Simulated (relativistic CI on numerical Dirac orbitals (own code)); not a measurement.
# Pr II: what numerical and physical settings do to a radial Dirac CI calculation

Reference input:

```
atom Pr  Z=59  charge=1  electrons=58
nucleus A=141  rms_radius_fm=4.8919
hamiltonian dirac-coulomb  breit=on  qed=on  c_scale=1
orbitals kli  potential=per-configuration
slater_scale 1
correlation none
mixing on
grid step=0.0125 r_max=129.7
scf mixing=0.4 start=green max_iterations=150 tolerance=2e-08 node_fill=0.05
configurations
  [Xe] 4f3 6s
end
```

Computed lowest total energy -9224.99652 Ha, first excitation 667.7 cm⁻¹, 14 SCF steps. Runs with settings changed; * marks those that are bad on purpose (the QED terms keep the true α when c is scaled):

```
                             Changed        Outcome  Lowest level   ΔE (Ha)  First excitation (cm⁻¹)  SCF steps                  Message
       end of the grid at 389.1 bohr      converged  4f3 6s 5I°_4  1.82e-12                    667.7         14                         
Slater scale 0.5, iteration limit 20      converged  4f3 6s 5I°_4    0.0505                    455.9         14                         
   speed of light × 2, QED terms off      converged  4f3 6s 5I°_4       232                    218.2         15                         
                speed of light × 0.8      converged  4f3 6s 5I°_4      -202                    912.5         15                         
                    Slater scale 0 *      converged  4f3 6s 3I°_5    0.0965                      1.4         14                         
     end of the grid at 10.38 bohr *  not converged                                                          12  orbital 5p1/2 not found
```

With so few configurations and no correlation, terms lie too far apart (by 10 to 50 % near neutrality), their order can be wrong, and levels of other configurations are missing.
